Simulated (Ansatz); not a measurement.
Born–Oppenheimer molecular dynamics of BFH₆OSSi₂ (12 atoms, charge 0, multiplicity 1). It starts from a relaxed structure.

Method: RKS B3LYP-D4/STO-3G in Ansatz 0.2.0.

```
ensemble        : NVT, Langevin thermostat
time step       : 0.5 fs
steps asked     : 552
set temperature : 400 K
friction        : 0.01 /fs
masses          : H 2.014 u
seed            : 207677
```

First frame:

```xyz
12
Properties=species:S:1:pos:R:3
O -0.450 -2.371 -0.650
B -0.107 -1.069 -0.935
S 1.110 -0.840 -2.217
Si -0.865 0.504 0.010
F -1.511 1.609 -1.051
Si 0.665 1.495 1.368
H -1.153 -2.391 0.087
H 1.274 -2.163 -2.500
H -1.961 0.037 0.853
H 0.113 2.613 2.099
H 1.153 0.543 2.340
H 1.809 1.979 0.629
```

(1) What does the run give?

(2) What happens to the structure?

(3) How do temperature and energy run in time?

## Answers

(1) The run went to its last step.

- steps done: 552
- time covered: 276 fs
- mean temperature over the second half: 387 K
- spread of the potential energy over the second half: 8.2 meV per atom
- mean potential energy of the second half above the start: 37.2 meV per atom

A run of 0.28 ps of so small a system gives no equilibrium averages. Limits of this set-up: minimal basis.

(2) The same pairs are bonded in the first frame and the last. Pairs count as bonded within 1.25 times the sum of covalent radii (0.12 Å more for H–H). Another seed would give other details.

(3) 
```tsv
time (fs)	T (K)	potential energy less start (eV)
0	367	0.000
23	231	0.325
46	421	0.346
69	414	0.554
92	326	0.536
115	342	0.525
138	449	0.348
161	515	0.273
184	383	0.402
207	323	0.390
230	404	0.516
253	476	0.447
276	276	0.664
```

Time of the run: 17 min on 1 thread of Intel(R) Xeon(R) 6975P-C (Granite Rapids), with other jobs on the host, peak memory 0.15 GiB.
